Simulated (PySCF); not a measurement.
**TDDFT excited states: C8H9F3OS**

Compound: C₈H₉F₃OS.
SMILES: `CO/C=C1\CC\C1=C\SC(F)(F)F`

Computed with TDDFT CAM-B3LYP/def2-SVPD, vertical, gas phase, core orbitals frozen in the response in PySCF. Isolated species at its PBE0-D3(BJ)/def2-SVP geometry (one conformer only). Torsions of this conformer, `[CH3:1][O:2]/[CH:3]=[C:4]1\[CH2:5][CH2:6]\[C:7]1=[CH:8]\[S:9][C:10]([F:11])([F:12])[F:13]`: C1–O2–C3–C4 -2°, C7–C8–S9–C10 92°, C8–S9–C10–F11 58°.

```csv
state,E (eV),λ (nm),f,"main configurations (H = HOMO, L = LUMO)"
S1,4.51,275.1,0.328,H→L (97%)
S2,4.94,250.9,0.0032,H-1→L (92%)
S3,5.91,209.9,0.0062,H→L+1 (86%)
S4,6.20,200.1,0.032,H→L+2 (73%)
S5,6.35,195.3,0.0064,"H-1→L+2 (46%), H-1→L+4 (21%)"
S6,6.58,188.4,0.108,"H-2→L (77%), H-3→L (13%)"
S7,6.69,185.3,0.0033,H→L+3 (76%)
S8,6.80,182.3,0.014,"H-3→L (66%), H-2→L (13%)"
S9,6.85,180.9,0.052,"H→L+4 (51%), H→L+5 (9%)"
S10,7.05,175.7,0.0071,"H→L+5 (38%), H→L+4 (24%), H→L+6 (18%)"
```

Triplets (Tamm–Dancoff): T1 2.74 eV, H→L (92%); T2 4.65 eV, H-2→L (48%), H-1→L (24%); T3 4.68 eV, H-1→L (58%), H-2→L (18%); T4 5.77 eV, H→L+1 (64%), H→L+2 (17%).

The lowest singlet lies at 4.51 eV (275 nm, ultraviolet) and is strong; its leading configuration is HOMO→LUMO (97%). The lowest level is also the most intense of those listed (f = 0.328). Löwdin shares by element: HOMO carbon 57% or more, oxygen 15% (atoms not listed hold the other 29%); LUMO carbon 50% or more, sulfur 9% (atoms not listed hold the other 41%). The oscillator strengths of these states sum to 0.561; summed over the whole spectrum of an exact calculation they would give the number of electrons, 108 (Thomas–Reiche–Kuhn). The listed states span 2.55 eV, and the widest gap between neighbours is 0.97 eV (S2 to S3). Of the 10 states listed, 5 reach f = 0.01 and none stays under 0.0005. Only the lowest 10 singlets were computed, as vertical energies without vibronic structure.

The run took 2.3 min wall, 5.0 min CPU on an Intel Xeon at 2.60 GHz with 2 threads, no GPU, on a shared host, and the process peaked at 2.4 GiB of memory.
